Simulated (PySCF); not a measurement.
Changes within a family of molecules, several properties at once.

PySCF, CAM-B3LYP/def2-SVPD, density fitting, gas phase; each molecule at its own PBE0-D3(BJ)/def2-SVP geometry, one conformer. Singlet excitations by full TDDFT with frozen cores, triplets by Tamm–Dancoff TDDFT and ionisation energies by ΔSCF, from the lowest of the holes tried. 

Reference: `[H][Bi]([H])[CH3]`, with HOMO energy -8.40 eV, LUMO energy 0.46 eV, lowest singlet excitation 5.81 eV, lowest triplet excitation 4.88 eV, mean polarisability 64.6 au, dipole moment 0.94 D and vertical ionisation energy 9.42 eV.

Changes against it:

```json
{"molecule": "[H][Bi]([H])[CH2]C", "Δ HOMO energy (eV)": "+0.24", "Δ LUMO energy (eV)": "+0.01", "Δ lowest singlet excitation (eV)": "-0.19", "Δ lowest triplet excitation (eV)": "-0.24", "Δ mean polarisability (au)": "+13.0", "Δ dipole moment (D)": "+0.07", "Δ vertical ionisation energy (eV)": "-0.38"}
{"molecule": "[H][Bi]([H])[O]CC", "Δ HOMO energy (eV)": "-0.22", "Δ LUMO energy (eV)": "-0.84", "Δ lowest singlet excitation (eV)": "-1.14", "Δ lowest triplet excitation (eV)": "-0.78", "Δ mean polarisability (au)": "+15.6", "Δ dipole moment (D)": "+1.62", "Δ vertical ionisation energy (eV)": "-0.17"}
{"molecule": "[H][Bi]([H])[CH]=C", "Δ HOMO energy (eV)": "-0.15", "Δ LUMO energy (eV)": "+0.04", "Δ lowest singlet excitation (eV)": "+0.03", "Δ lowest triplet excitation (eV)": "-0.54", "Δ mean polarisability (au)": "+11.2", "Δ dipole moment (D)": "-0.06", "Δ vertical ionisation energy (eV)": "+0.04"}
{"molecule": "[H][Bi]([H])[N](C)C", "Δ HOMO energy (eV)": "+1.05", "Δ LUMO energy (eV)": "-0.33", "Δ lowest singlet excitation (eV)": "-1.60", "Δ lowest triplet excitation (eV)": "-1.22", "Δ mean polarisability (au)": "+20.3", "Δ dipole moment (D)": "+0.12", "Δ vertical ionisation energy (eV)": "-1.57"}
{"molecule": "[H][Bi]([H])[I]", "Δ HOMO energy (eV)": "+0.07", "Δ LUMO energy (eV)": "-1.93", "Δ lowest singlet excitation (eV)": "-2.14", "Δ lowest triplet excitation (eV)": "-1.68", "Δ mean polarisability (au)": "+22.7", "Δ dipole moment (D)": "+2.13", "Δ vertical ionisation energy (eV)": "-0.15"}
{"molecule": "[H][Bi]([H])[O]C", "Δ HOMO energy (eV)": "-0.25", "Δ LUMO energy (eV)": "-0.88", "Δ lowest singlet excitation (eV)": "-1.17", "Δ lowest triplet excitation (eV)": "-0.84", "Δ mean polarisability (au)": "+2.4", "Δ dipole moment (D)": "+1.71", "Δ vertical ionisation energy (eV)": "-0.03"}
{"molecule": "[H][Bi]([H])[Br]", "Δ HOMO energy (eV)": "-0.44", "Δ LUMO energy (eV)": "-1.74", "Δ lowest singlet excitation (eV)": "-1.57", "Δ lowest triplet excitation (eV)": "-1.19", "Δ mean polarisability (au)": "+7.0", "Δ dipole moment (D)": "+2.49", "Δ vertical ionisation energy (eV)": "+0.44"}
{"molecule": "[H][Bi]([H])[CH](C)C", "Δ HOMO energy (eV)": "+0.46", "Δ LUMO energy (eV)": "-0.01", "Δ lowest singlet excitation (eV)": "-0.37", "Δ lowest triplet excitation (eV)": "-0.47", "Δ mean polarisability (au)": "+26.0", "Δ dipole moment (D)": "+0.07", "Δ vertical ionisation energy (eV)": "-0.70"}
{"molecule": "[H][Bi]([H])[Cl]", "Δ HOMO energy (eV)": "-0.72", "Δ LUMO energy (eV)": "-1.63", "Δ lowest singlet excitation (eV)": "-1.27", "Δ lowest triplet excitation (eV)": "-0.97", "Δ mean polarisability (au)": "-1.9", "Δ dipole moment (D)": "+2.70", "Δ vertical ionisation energy (eV)": "+0.76"}
{"molecule": "[H][Bi]([H])[F]", "Δ HOMO energy (eV)": "-0.98", "Δ LUMO energy (eV)": "-1.33", "Δ lowest singlet excitation (eV)": "-0.90", "Δ lowest triplet excitation (eV)": "-0.68", "Δ mean polarisability (au)": "-17.9", "Δ dipole moment (D)": "+2.74", "Δ vertical ionisation energy (eV)": "+1.17"}
```

Rows whose labels were lost:

```csv
row,Δ HOMO energy (eV),Δ LUMO energy (eV),Δ lowest singlet excitation (eV),Δ lowest triplet excitation (eV),Δ mean polarisability (au),Δ dipole moment (D),Δ vertical ionisation energy (eV)
P,-0.01,-0.22,-0.12,-0.16,+19.6,-0.02,-0.10
Q,-0.93,-0.76,+0.05,-0.19,-0.5,+2.02,+0.94
R,+0.59,-0.96,-1.89,-1.38,+22.3,+1.68,-0.89
```

Which row belongs to which of `[H][Bi]([H])[S]C`, `[H][Bi]([H])[SiH3]` and `[H][Bi]([H])[C](F)(F)F`?

P = `[H][Bi]([H])[SiH3]`, Q = `[H][Bi]([H])[C](F)(F)F` and R = `[H][Bi]([H])[S]C`. P and Q are told apart most clearly by the mean polarisability (+19.6 against -0.5 au); P and R are told apart most clearly by the lowest singlet excitation (-0.12 against -1.89 eV); Q and R are told apart most clearly by the mean polarisability (-0.5 against +22.3 au); P comes close to the labelled row of `[H][Bi]([H])[CH2]C` in every column.

Fit a straight line for the change of the lowest singlet excitation against that of the lowest triplet excitation over the labelled rows, and test it on P, Q and R.

Over the 10 labelled rows the slope is 1.53 eV/eV, the intercept +0.29 eV, r = 0.94 and the standard error 0.24 eV. P: predicted +0.04, computed -0.12 eV; Q: predicted -0.01, computed +0.05 eV; R: predicted -1.83, computed -1.89 eV. The mean miss is 0.093 eV, against 0.95 eV for guessing the labelled rows' mean: the line carries over to these rows.
